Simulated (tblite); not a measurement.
Compound: C5H9GeN3O.
Geometry (GFN2-xTB, Å), atoms numbered from 1 in this order:
```xyz
19
C5H9GeN3O angstrom
C      3.3125    0.3081    0.2305
C      2.0980   -0.1048   -0.5514
O      2.1432   -0.6153   -1.6512
C      0.8256    0.1473    0.1254
N      0.7131    0.7410    1.3409
N     -0.5095    0.8071    1.6646
N     -1.2670    0.2616    0.6852
Ge    -3.0832    0.2771    1.0192
C     -0.4620   -0.1662   -0.3062
C     -0.9532   -0.8087   -1.5416
H      3.3406   -0.2497    1.1639
H      3.2381    1.3626    0.4847
H      4.2131    0.1188   -0.3465
H     -3.1542    0.9309    2.3438
H     -3.5404   -1.1468    1.0059
H     -3.7213    1.0432   -0.0947
H     -0.8921   -0.1067   -2.3734
H     -1.9889   -1.1299   -1.4175
H     -0.3221   -1.6603   -1.7891
```

Calculated harmonic vibrations of the isolated species, GFN2-xTB (tblite), most abundant isotopes, no scaling. The method is semi-empirical: single wavenumbers can be off by several per cent or more. Modes of hydrogen on germanium can be 10 to 20 % off. One conformer, not necessarily the lowest. The optimisation stopped once no atom felt more than 0.01 eV/Å.

Lowest wavenumbers of the output (negative numbers stand for imaginary wavenumbers):
```
mode    cm-1
  1     -48.3
  2      42.6
  3      61.7
  4      84.6
  5      88.7
  6      99.2
  7     159.6
  8     204.0
  9     255.9
 10     265.4
 11     285.3
 12     447.5
 13     489.5
 14     540.1
 15     565.5
```

Is this structure a minimum?

Not by this Hessian. 1 mode is imaginary beyond 20i (48i cm⁻¹), so at this level the point lies at or near a first-order saddle. The curvature is small, so loose convergence or finite differences may be the whole cause.

Which atoms move in the imaginary mode?

48i: H17 (methyl hydrogen) 37 %, H19 (methyl hydrogen) 31 %, H18 (methyl hydrogen) 27 %. These are shares of the mass-weighted motion.

What is the remedy?

Step along that mode in both directions, optimise again with tighter thresholds and repeat the frequencies. The zero-point energy of this point (83.0 kcal/mol) counts the 50 real modes alone, and thermal corrections from it aren't those of a minimum.
